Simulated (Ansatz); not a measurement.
Ansatz results at the PBE0-D4/def2-TZVP geometry: size of the dipole moment (B3LYP/def2-TZVPP) 1.10 D; size of the dipole moment (PBE/def2-TZVPP) 1.10 D; LUMO energy (PBE/def2-TZVPP) 0.12 eV.

Each molecule was computed in one conformer, which needn't be the lowest.

(1) Which molecule gave them?
A. `CNCC=C=N`
B. `C/N=C\C=N\C`
C. `C#CN(C)CN`
D. `BC(B)O[SiH3]`

Answers

(1) C. The others give `C/N=C\C=N\C`: 2.76, 2.66, -2.56; `CNCC=C=N`: 1.83, 1.79, -1.14; `BC(B)O[SiH3]`: 0.95, 0.88, -2.98.

B3LYP here is the variant with VWN-RPA as its local correlation; programs differ in this.
